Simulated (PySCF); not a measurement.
C3H8N, SMILES NC(C)[CH2], doublet (PBE0/def2-SVP optimised geometry):

```
12

C      0.824     0.591     0.000
C      0.058    -0.647     0.330
C     -1.335    -0.649    -0.284
N     -0.063    -0.854     1.782
H      0.319     1.564     0.000
H      1.918     0.591     0.000
H      0.607    -1.522    -0.059
H     -1.287    -0.584    -1.381
H     -1.918     0.215     0.077
H     -1.875    -1.564     0.000
H     -0.526    -0.044     2.197
H      0.865    -0.885     2.204
```

Level of theory: unrestricted PBE0/def2-TZVP (PySCF).

**Question.** What are the frontier orbital energies (α orbitals alone; a β orbital can be the lowest empty one) and the dipole moment?

**Answer.** HOMO-2 -9.48 eV, HOMO-1 -7.66 eV, HOMO -5.94 eV, LUMO 1.16 eV, LUMO+1 2.11 eV; dipole moment 1.00 D.

Meta-Löwdin charges at PBE0/def2-TZVP: C1 -0.29, C2 0.03, C3 -0.34, N4 -0.50, H5 0.11, H6 0.12, H7 0.11, H8 0.12, H9 0.10, H10 0.12, H11 0.21, H12 0.22.
